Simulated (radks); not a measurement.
Species: Fe. Configuration: [Ar] 3d6 4s2 (the NIST ground configuration).

Method: Dirac Kohn-Sham, PBE, spin-unpolarised, spherical densities, point nucleus; open shells fill j = l - 1/2 first; computed with a radial shooting solver on a logarithmic mesh with Libxc functionals.

Energy parts (eV):
| part | energy |
|---|---|
| total | -34626.066 |
| kinetic | 35107.934 |
| electron-nucleus | -82871.566 |
| Hartree | 14650.070 |
| exchange-correlation | -1512.504 |

Orbitals (lengths in bohr, moments of r in powers of bohr; r(90%) holds 90 % of the orbital's charge):
orbital	occ.	eigenvalue (eV)	r(90%)
1s1/2	2	-6997.315	0.104
2s1/2	2	-819.3998	0.414
2p1/2	2	-706.4904	0.383
2p3/2	4	-694.0097	0.387
3s1/2	2	-93.9566	1.21
3p1/2	2	-61.0247	1.31
3p3/2	4	-59.4832	1.33
3d3/2	4	-7.5666	2.01
3d5/2	2	-7.4148	2.03
4s1/2	2	-5.2888	4.58

The highest occupied level is 4s1/2 at -5.289 eV. For comparison, the ionisation energy in NIST's Atomic Spectra Database is 7.902 eV (measured). In exact Kohn-Sham theory the highest level is minus the ionisation energy, but local and semilocal functionals leave it too shallow, through self-interaction and a potential that decays too fast; potentials with the right tail come closer. Summed over all electrons, <r^2> = 38.74 bohr^2, which gives a Langevin (diamagnetic) susceptibility term of -30.7 x 10^-6 cm^3/mol. The density falls to 0.001 e/bohr^3 at r = 4.46 bohr.

Beside tabulated values, note that spin-unpolarised runs miss the spin-polarisation part of the exchange energy of open shells.
